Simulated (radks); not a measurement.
Species: Sc+. Configuration: [Ar] 3d1 4s1.

Method: scalar-relativistic Kohn-Sham, BLYP, spin-polarised, spherical densities, finite nucleus; open shells are filled with parallel spins first; Fermi nuclear charge, rms radius 3.5459 fm; computed with a radial shooting solver on a logarithmic mesh with Libxc functionals.

Energy parts (eV):
| part | energy |
|---|---|
| total | -20791.546 |
| kinetic | 20951.051 |
| electron-nucleus | -49248.680 |
| Hartree | 8567.278 |
| exchange-correlation | -1061.195 |

Orbitals (lengths in bohr, moments of r in powers of bohr; <r^-3> diverges for s and p1/2):
orbital  occ.  eigenvalue (eV)  <r^-3>   <1/r>
1s up       1        -4406.167       -   20.77
1s down     1        -4406.133       -   20.77
2s up       1        -481.3206       -   4.294
2s down     1        -481.0699       -   4.295
2p up       3        -395.4446   223.7   4.200
2p down     3        -395.2407   223.8   4.201
3s up       1         -62.1389       -   1.307
3s down     1         -61.2320       -   1.307
3p up       3         -40.7841   24.89   1.174
3p down     3         -39.8770   24.90   1.175
3d up       1         -10.2770   1.477  0.7963
4s up       1         -10.1346       -  0.3946
3d down     0          -9.3279   1.493  0.8000

The highest occupied level is 4s up at -10.135 eV. Spin moment in Bohr magnetons: 2. Summed over all electrons, <r^2> = 29.51 bohr^2, which gives a Langevin (diamagnetic) susceptibility term of -23.4 x 10^-6 cm^3/mol.
